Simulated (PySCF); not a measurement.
Isomers of C7H5FO2, one conformer each; single-point electronic energies without zero-point terms and without any empirical dispersion term.

Level: wB97X-D/pcSseg-2 in PySCF, non-relativistic, each on one gas-phase PBE0-D3(BJ)/def2-TZVP geometry that isn't relaxed in the solvent. The solvent is an IEF-PCM continuum (van der Waals radii × 1.2). Specific hydrogen bonds and non-electrostatic terms are outside this model.

| isomer | relative energy, gas (kcal/mol) | dipole (D) |
| --- | --- | --- |
| `c1c(C(=O)O)ccc(c1)F` | 0.0 | 1.44 |
| `O=C(O)C1=CC=CC(F)=C1` | 1.0 | 0.63 |
| `O=C(F)c1ccc(O)cc1` | 2.2 | 4.40 |

Q: How do the relative energies look in chloroform (ε = 4.711)?

A: 
| isomer | relative energy, solvent (kcal/mol) | E(solvent) − E(gas) (kcal/mol) | dipole in solvent (D) |
| --- | --- | --- | --- |
| `c1c(C(=O)O)ccc(c1)F` | 0.0 | -5.2 | 1.80 |
| `O=C(O)C1=CC=CC(F)=C1` | 0.9 | -5.2 | 0.86 |
| `O=C(F)c1ccc(O)cc1` | 1.0 | -6.4 | 5.34 |

The order is unchanged. Conformers: `[O:1]=[C:2]([OH:3])[c:4]1[cH:5][cH:6][c:7]([F:8])[cH:9][cH:10]1` with O1–C2–O3–H 0°, O1–C2–C4–C5 2°; `[O:1]=[C:2]([OH:3])[c:4]1[cH:5][cH:6][cH:7][c:8]([F:9])[cH:10]1` with O1–C2–O3–H 0°, O1–C2–C4–C5 0°; `[O:1]=[C:2]([F:3])[c:4]1[cH:5][cH:6][c:7]([OH:8])[cH:9][cH:10]1` with O1–C2–C4–C5 180°, C6–C7–O8–H 180°. `O=C(F)c1ccc(O)cc1` gains most from the continuum, and it has the largest gas-phase dipole. The gains span 1.2 kcal/mol, the gas-phase energies 2.2 kcal/mol.
